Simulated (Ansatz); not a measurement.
Si4Se4⁺, relaxed as a doublet with UKS PBE-D4/def2-SVP in Ansatz, starting from the GFN1-xTB geometry. Force threshold 0.03 eV/Å.

The structure comes from a short search, and lower isomers may exist.

Start:

Cartesian coordinates in Å:
```
Si 2.1725 2.1045 0.2572
Si 2.1021 -2.1019 -0.5134
Si -2.1757 -2.0889 -0.3282
Si -2.0968 2.0876 0.5795
Se -0.0435 -2.6618 -0.5379
Se 2.7224 -0.0008 -0.1730
Se 0.0448 2.6587 0.5498
Se -2.7259 0.0025 0.1661
```

```json
{"step": "1", "energy (eV)": "-292806.9473", "largest force component (eV/Å)": "1.426", "SCF passes": "24"}
{"step": "2", "energy (eV)": "-292807.6388", "largest force component (eV/Å)": "0.238", "SCF passes": "31"}
{"step": "3", "energy (eV)": "-292807.6595", "largest force component (eV/Å)": "0.187", "SCF passes": "32"}
{"step": "4", "energy (eV)": "-292807.7015", "largest force component (eV/Å)": "0.221", "SCF passes": "33"}
{"step": "5", "energy (eV)": "-292807.7618", "largest force component (eV/Å)": "0.170", "SCF passes": "31"}
{"step": "6", "energy (eV)": "-292807.8145", "largest force component (eV/Å)": "0.222", "SCF passes": "32"}
{"step": "7", "energy (eV)": "-292807.8739", "largest force component (eV/Å)": "0.266", "SCF passes": "31"}
{"step": "8", "energy (eV)": "-292807.9448", "largest force component (eV/Å)": "0.250", "SCF passes": "30"}
{"step": "9", "energy (eV)": "-292808.0315", "largest force component (eV/Å)": "0.193", "SCF passes": "32"}
{"step": "10", "energy (eV)": "-292808.1322", "largest force component (eV/Å)": "0.216", "SCF passes": "32"}
{"step": "11", "energy (eV)": "-292808.2345", "largest force component (eV/Å)": "0.236", "SCF passes": "32"}
{"step": "13", "energy (eV)": "-292808.6313", "largest force component (eV/Å)": "0.294", "SCF passes": "32"}
{"step": "15", "energy (eV)": "-292809.0521", "largest force component (eV/Å)": "0.464", "SCF passes": "34"}
{"step": "17", "energy (eV)": "-292809.2095", "largest force component (eV/Å)": "1.056", "SCF passes": "44"}
{"step": "19", "energy (eV)": "-292809.4323", "largest force component (eV/Å)": "0.342", "SCF passes": "56"}
{"step": "21", "energy (eV)": "-292810.0546", "largest force component (eV/Å)": "0.731", "SCF passes": "35"}
{"step": "23", "energy (eV)": "-292810.4155", "largest force component (eV/Å)": "0.450", "SCF passes": "32"}
{"step": "25 (rejected)", "energy (eV)": "-292810.5427", "largest force component (eV/Å)": "1.167", "SCF passes": "32"}
{"step": "27 (rejected)", "energy (eV)": "-292810.6296", "largest force component (eV/Å)": "0.414", "SCF passes": "29"}
{"step": "29 (rejected)", "energy (eV)": "-292810.6620", "largest force component (eV/Å)": "0.190", "SCF passes": "27"}
{"step": "31", "energy (eV)": "-292810.6660", "largest force component (eV/Å)": "0.009", "SCF passes": "29"}
```

Force components are those of the run's own axes.

End:

```tsv
atom	x (Å)	y (Å)	z (Å)
Si1	0.9862	1.1527	-1.2446
Si2	1.6346	-0.6747	0.9405
Si3	-0.9573	-0.4256	-1.2494
Si4	-1.6138	0.1775	1.4595
Se5	-0.5760	-1.9123	0.5338
Se6	2.7626	-0.3497	-1.0367
Se7	0.6572	1.5420	1.1053
Se8	-2.8935	0.4901	-0.5084
```

Bonds formed: Si1–Si3, Si2–Se7, Si4–Se5 (atoms count from 1).

No frequencies were taken in this run, so the end may be a saddle point.

Run time 5 min (4 threads of Arm Neoverse N1 on a shared host).
